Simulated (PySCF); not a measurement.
Ionisation energy of Eu(2+) by level of theory

Eu(2+) [Xe] 4f7 (8S) → Eu(3+) [Xe] 4f6 (7F), as a difference of total energies. Computed with PySCF 2.14 in x2c-TZVPPall (11s7p7d4f2g, 113 functions), with scalar relativity by spin-free X2C-1e. The calculations carry no spin-orbit coupling.

Task: Order these methods by the ionisation energy they give, lowest first.
A. UHF
B. TPSS
C. BHandHLYP
D. PBEsol

Result: A (22.533 eV), C (24.604 eV), B (25.763 eV), D (26.223 eV).

The reference lies between the lowest fine-structure levels, while these numbers refer to the centres of the terms.

For comparison: 24.84 ± 0.03 eV (semi-empirical (NIST evaluation); NIST Atomic Spectra Database, ionization energies).
